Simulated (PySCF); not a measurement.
CH2F, SMILES F[CH2], multiplicity 2. Geometry: PBE0-D3(BJ)/def2-TZVPD. The isomer is the one that the SMILES or the coordinates give; other isomers of the formula were not compared.

Q: Give the equilibrium geometry at PBE0-D3(BJ)/def2-TZVPD (PySCF confirms it by a frequency run) as a Z-matrix, and its point group. (The exact figures need the calculation; the answer reports its results.)

A: point group Cs.
```
C
F 1 1.3312
H 1 1.0817 2 115.10
H 1 1.0817 3 124.75 2 -153.52
```
Charge 0, spin multiplicity 2.
